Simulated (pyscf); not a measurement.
**H₂N–SnH:, singlet**

Gas-phase minimum from PySCF at ωB97X-D3(BJ)/def2-SVP, one conformer. Other isomers of H₂N–SnH: [singlet] were not searched in full and may lie lower. 

```
N
H 1 1.0152
H 1 1.0154 2 111.25
Sn 1 2.0183 2 125.35 3 -179.92
H 4 1.7789 1 91.38 2 -0.04
```
Charge 0, spin multiplicity 1.

Properties at ωB97X-D3(BJ)/def2-SVP:

| Quantity | Result |
|---|---|
| Harmonic wavenumbers, unscaled | 428, 550, 612, 636, 773, 1530, 1740, 3604, 3713 cm⁻¹ |
| Zero-point energy | 19.4 kcal/mol |
| Rotational symmetry number | 1 |
| Entropy of this conformer at 298 K and 1 atm, rigid rotor and harmonic oscillator, modes under 100 cm⁻¹ raised to 100 | 269.9 J/(mol K) |
| Dipole moment | 1.06 D |

Single-point totals, which compare only within one level (frozen core for MP2 and CC):

```tsv
level	total energy (hartree)
ωB97X-D3(BJ)/def2-TZVP	-270.97049
PBE/def2-TZVP	-270.80826
r²SCAN/def2-TZVP	-270.92527
B3LYP-D3(BJ)/def2-TZVP	-270.96451
PBE0-D3(BJ)/def2-TZVP	-270.81863
M06-2X/def2-TZVP	-270.78010
ωB97M-D3(BJ)/def2-TZVP	-270.92958
HF/def2-TZVPP	-269.56729
MP2/def2-TZVPP	-270.10293
CCSD/def2-TZVPP	-270.10931
CCSD(T)/def2-TZVPP	-270.12782
```

The CCSD(T) − MP2 part came from Ansatz, without density fitting, on the same reference. The frozen core leaves the outer d or s,p core shells of the metals and heavy elements correlated in the MP2 and CC values, and def2-TZVPP describes them poorly, so these totals are far from the basis limit. Elements past Kr carry the def2 core potentials, without spin-orbit coupling.
